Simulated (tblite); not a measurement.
A tight-binding relaxation on `C[C@H]1[SiH2][Si@H](C(F)=C(F)F)[SiH2]1`.

Computed with GFN2-xTB geometry optimisation, gas phase (tblite 0.8.0). Start geometry: from a force field or distance geometry. The command runs a driver script over a list of jobs; the input below is this job's line of settings and its coordinates in Å.

Command:
```bash
OMP_NUM_THREADS=1 python probes_run.py task.json out
```

Input:
```
{"job": {"kind": "relax", "xc": "GFN2-xTB", "basis": "xTB"}, "charge": 0, "multiplicity": 1}
C     -2.846900     0.002800    -0.314600
C     -1.355800    -0.173900    -0.330200
Si    -0.336500     1.266700    -1.093500
Si     1.380000     0.802400     0.295800
C      2.428200    -0.557900    -0.279100
F      2.578300    -0.685400    -1.628800
C      3.070300    -1.425700     0.493600
F      2.975800    -1.357400     1.846800
F      3.832100    -2.398700    -0.061400
Si    -0.487200     0.053000     1.387400
H     -3.258300    -0.030000    -1.335700
H     -3.173500     0.952500     0.136400
H     -3.348000    -0.800900     0.254500
H     -1.055300    -1.134300    -0.775800
H     -0.976100     2.599500    -0.821000
H     -0.075400     1.065000    -2.529700
H      2.090900     1.961800     0.916300
H     -1.140600     1.095900     2.209700
H     -0.311800    -1.226100     2.116400
```

Output:
```
step      E/eV     max force
  0    -882.23186    2.739
  1    -882.47910    1.023
  2    -882.61007    1.028
  3    -882.70083    1.131
  4    -882.77310    0.615
  5    -882.80523    0.393
  6    -882.83092    0.378
  7    -882.85771    0.406
  8    -882.88289    0.391
  9    -882.90239    0.340
... (195 lines left out)
205    -883.06569    0.024
206    -883.06577    0.024
207    -883.06582    0.015
208    -883.06587    0.016
209    -883.06591    0.020
210    -883.06594    0.016
211    -883.06597    0.014
212    -883.06599    0.011
213    -883.06602    0.011
214    -883.06604    0.009
```

«max force» is the largest atomic force in eV/Å.

**Question.** From which step on does the largest force stay under 0.1 eV/Å, and how much energy is left to gain from there?

**Answer.** From step 173 (0.066 eV/Å), 4.2 meV above the end.

Main results: energy lowered by 19.2 kcal/mol over 214 steps; largest atomic force 0.009 eV/Å at the end.

**Question.** How long does this job take on one thread, Arm Neoverse N1 (aarch64), no GPU, shared host?

**Answer.** About 4.3 s.
Labels such as C1 count atoms from 1, the log's own numbers from 0.
